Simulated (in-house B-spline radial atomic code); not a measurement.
A fraction x of an electron is removed from 4d in neutral molybdenum, starting from [Kr] 4d5 5s1 and keeping the highest spin. All numbers are computed (scalar-relativistic (X2C) Hartree-Fock with fractional occupations, spin-polarised, spherical fractional occupations; Fermi nucleus of rms radius 4.4091 fm) with a B-spline radial code for spherical atoms, not measured.

Caution: exact exchange at fractional occupations of open shells leaves self-interaction of up to several eV.

```csv
x,E(x) - E(0) (eV),4d up level (eV)
0,0.0000,-9.359
0.11,1.0716,-10.127
0.17,1.6920,-10.554
0.3,3.1250,-11.496
0.5,5.5726,-12.988
0.52,?,?
0.74,8.9108,-14.841
0.81,9.9690,-15.394
0.91,?,?
1,13.0384,-16.921
```

(1) What belongs in the row x = 0.52?

(2) What belongs in the row x = 0.91?

(3) Check Janak's theorem between x = 0.11 and 0.17.

Results:

(1) An energy change of 5.8339 eV; 4d up at -13.140 eV.

(2) An energy change of 11.5483 eV; 4d up at -16.193 eV.

(3) The slope of the energy is 10.34 eV; the orbital levels give 10.34 eV (-ε of the emptying orbital, averaged over the two points).
